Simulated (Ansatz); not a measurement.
C2H6BCl (`BC(C)Cl`) from Hartree–Fock to CCSD(T)

```xyz
10

B    -0.001    1.073    0.979
C    -0.237   -0.320    0.321
C    -0.090   -0.570   -1.147
Cl    1.384   -0.528    1.215
H    -0.460    1.306    2.055
H     0.547    1.918    0.335
H    -0.912   -1.012    0.821
H     0.160   -1.608   -1.374
H     0.662    0.086   -1.586
H    -1.052   -0.345   -1.620
```

The species carries charge 0 and has multiplicity 1. The structure was optimised at the PBE0-D4/def2-TZVP level. Frozen core, restricted reference, the Gaussian-basis code of Ansatz. CBS rows extrapolate triple and quadruple zeta; past MP2 they add the triple-zeta difference.

```csv
basis,HF (Eh),MP2 corr.
def2-SVP,-563.16912,-0.51080
def2-TZVPP,-563.44139,-0.64994
def2-QZVPP,-563.45908,-0.69788
```

(1) Estimate the CCSD correlation energy and the (T) correction in each basis where they were run (hartree).

Answers

(1) 
```json
{"basis": "def2-SVP", "CCSD corr.": "-0.56348", "(T)": "-0.01645"}
{"basis": "def2-TZVPP", "CCSD corr.": "-0.69869", "(T)": "-0.02933"}
{"basis": "CBS(def2)", "CCSD corr.": "-0.78214", "(T)": "as TZ"}
```
